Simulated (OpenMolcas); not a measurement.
## Computed levels of Ar⁵⁺

```yaml
Program: OpenMolcas 26.06
Method: "XMS-RASPT2, IPEA 0.25 Eh, imaginary shift 0.1 Eh (closed shells correlated: 2s 2p)"
Basis: ANO-RCC-VTZP [5s4p2d1f]
Scalar_Hamiltonian: DKH2, point nucleus
Active_space: 3 electrons in 9 orbitals (RAS2 3s 3p; RAS3 3d, at most 2 electrons)
State_averaging: 2S+1 = 4 odd, 1 root; 2S+1 = 2 odd, 11 roots; 2S+1 = 4 even, 3 roots; 2S+1 = 2 even, 9 roots
Spin-orbit_coupling: state interaction with AMFI integrals over the reference wave functions, term energies averaged over their components
```

With spin-orbit coupling, above the lowest level:

```csv
Configuration,Term,J,E (cm-1),Measured (cm-1),g,Term weight %
3s2 3p,2P*,1/2,0.0,0.0,0.666,100
3s2 3p,2P*,3/2,2010,2208,1.334,100
3s 3p2,4P,1/2,99180,100158,2.670,100
3s 3p2,4P,3/2,99910,100958,1.735,100
3s 3p2,4P,5/2,101070,102192,1.601,100
3s 3p2,2D,3/2,134570,132463,0.800,100
3s 3p2,2D,5/2,134640,132575,1.201,100
3s 3p2,2S,1/2,171620,169804,1.994,99
3s 3p2,2P,1/2,185280,182182,0.674,99
3s 3p2,2P,3/2,186560,183577,1.334,100
```

Against the 9 measured excited levels shown (Saloman, J. Phys. Chem. Ref. Data 39, 033101 (2010)) the mean absolute deviation is 1700 cm-1; the largest miss in energy is 3s 3p2 2P 1/2: computed 185280, measured 182182 cm-1 (+1.7 %), and the largest in proportion 3s2 3p 2P* 3/2 (-8.9 %).

Spin-orbit coupling puts the lowest level 1341 cm-1 below the lowest spin-free term.

CASPT2 breaks the degeneracy within a term, and the mean is taken; among the terms shown or strongly mixed into the levels shown the widest spread is 18 cm-1 (3s 3p2 2D). Active for correlation alone: 3d; no level in the range computed is led by a configuration that fills it, so any true level of that kind is missing. Computed and measured levels are paired by configuration, term and J; levels that our copy of the source lacks, or whose pairing is in doubt (as where it misses far off the trend of its configuration), stay unpaired and out of the deviations. Levels of configurations outside the active space are missing. The first state left out of the spin-orbit step lies near 260000 cm-1 above the lowest spin-free state of the reference (among the parities and spins computed), and the list stops at four fifths of that energy or lower.

The term weight is that of the spin-free term in the level, not the purity of its configuration. * marks odd parity.
